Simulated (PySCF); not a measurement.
AlBrFH2N. Atoms are numbered in the order given.

```xyz
6

Al     0.0692    -0.9419     0.0000
F      1.5585    -1.6724     0.0000
Br    -0.0440     1.2927     0.0000
N     -1.3814    -1.9229     0.0000
H     -2.3246    -1.5530     0.0000
H     -1.3926    -2.9363     0.0000
```

Coordinates come from a PBE0-D3(BJ)/def2-SVP optimisation. One conformer was computed; it need not be the lowest.

These are PySCF with HF/def2-TZVPD values and carry that method's errors.

Symmetry labels are those of the subgroup Cs that the program uses (full group Cs).

### Question
List the valence orbital energies around the gap with their symmetry. (The exact figures need the calculation; the answer reports its results.)

### Answer

| orbital | symmetry | energy (eV) |
|---|---|---|
| HOMO−7 | A' | -18.00 |
| HOMO−6 | A' | -17.18 |
| HOMO−5 | A" | -17.12 |
| HOMO−4 | A' | -16.22 |
| HOMO−3 | A' | -13.48 |
| HOMO−2 | A" | -12.06 |
| HOMO−1 | A' | -11.78 |
| HOMO | A" | -11.44 |
| LUMO | A' | 0.86 |
| LUMO+1 | A' | 1.73 |
| LUMO+2 | A' | 1.80 |
| LUMO+3 | A" | 1.82 |
